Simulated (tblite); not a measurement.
Parent: `[CH3:1][SiH2:2][NH:3][CH:4]([CH3:5])[CH3:6]` with C1–Si2–N3–C4 -49°, Si2–N3–C4–C5 -85°, C4H13NSi.

Computed geometry: GFN2-xTB, gas phase. One conformer each, not checked by frequencies here.

```json
{"coordinate of the parent": "C1–Si2", "value": "1.896 Å"}
{"coordinate of the parent": "Si2–N3", "value": "1.719 Å"}
{"coordinate of the parent": "N3–C4", "value": "1.447 Å"}
{"coordinate of the parent": "C4–C5", "value": "1.531 Å"}
{"coordinate of the parent": "C4–C6", "value": "1.529 Å"}
{"coordinate of the parent": "C1–Si2–N3", "value": "108.2°"}
{"coordinate of the parent": "Si2–N3–C4", "value": "125.5°"}
{"coordinate of the parent": "N3–C4–C5", "value": "112.0°"}
{"coordinate of the parent": "N3–C4–C6", "value": "109.6°"}
{"coordinate of the parent": "C5–C4–C6", "value": "110.6°"}
```

How does the shared frame change in `[CH3:1][CH:2]([CH3:3])[NH:4][Si@@H:5]([CH3:6])[CH2:7][SiH3:8]` with C1–C2–N4–Si5 153°, C2–N4–Si5–C6 -174°, N4–Si5–C7–Si8 -52°, C5H17NSi2? Atoms pair as C1 = C6, Si2 = Si5, N3 = N4, C4 = C2, C5 = C3, C6 = C1 (parent first).

```csv
parent,relative,value in the relative,change
C1–Si2,C6–Si5,1.894 Å,-0.002
Si2–N3,Si5–N4,1.718 Å,-0.001
N3–C4,N4–C2,1.446 Å,-0.001
C4–C5,C2–C3,1.531 Å,0.000
C4–C6,C2–C1,1.528 Å,-0.001
C1–Si2–N3,C6–Si5–N4,105.8°,-2.4
Si2–N3–C4,Si5–N4–C2,124.7°,-0.8
N3–C4–C5,N4–C2–C3,111.9°,-0.1
N3–C4–C6,N4–C2–C1,109.6°,0.0
C5–C4–C6,C3–C2–C1,110.8°,+0.2
```

No shared bond changes by more than 0.004 Å. Bonds of the relative outside the shared frame: Si5–C7 1.903, C7–Si8 1.896 Å. Point group C1 → C1.
